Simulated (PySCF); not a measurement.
A GIAO shielding run with PySCF (density fitting, non-relativistic, gas phase) on `InChI=1S/C6H13FN2Si/c1-6(10(7)8)9-4-2-3-5-9/h10H,1-5,8H2/t10-/m0/s1`:

```
$ OMP_NUM_THREADS=1 python probes_run.py task.json out

{"job": {"kind": "nmr", "xc": "PBE0", "basis": "pcSseg-1"}, "charge": 0, "multiplicity": 1}
C      1.471041    -1.509238    -0.762080
C      0.937044    -0.339069    -0.365925
N     -0.407133    -0.187831    -0.154376
C     -1.319231    -1.311671    -0.101535
C     -2.581352    -0.763749     0.566073
C     -2.505174     0.733410     0.276160
C     -1.009002     1.008266     0.388635
Si     2.067397     1.167755    -0.158045
N      3.757430     0.872962    -0.144951
F      1.802968     1.791002     1.312755
H      2.526683    -1.591581    -0.946471
H      0.896273    -2.404725    -0.921126
H     -1.529530    -1.669255    -1.118361
H     -0.887041    -2.143129     0.467353
H     -2.539426    -0.934564     1.642378
H     -3.487243    -1.224754     0.177263
H     -3.092422     1.330423     0.970621
H     -2.846595     0.935286    -0.739666
H     -0.723989     1.163531     1.439063
H     -0.701863     1.889820    -0.178835
H      1.806697     2.248682    -1.098744
H      4.189635     0.472079    -0.958819
H      4.170079     0.493334     0.691650
```

Hardware: 1 thread of an Arm Neoverse V2, shared host. The job also computes population analyses, field gradients, ring-centre shieldings.

(1) How large is the calculation?

(2) How long does it take, and how much memory does it need?

## Answers

(1) 86 electrons, 242 basis functions and 1266 auxiliary functions.

(2) 70 s of wall time, with 14 SCF cycles and 5 response iterations; peak memory 1.1 GiB. Times on a shared host scatter by some tens of per cent.
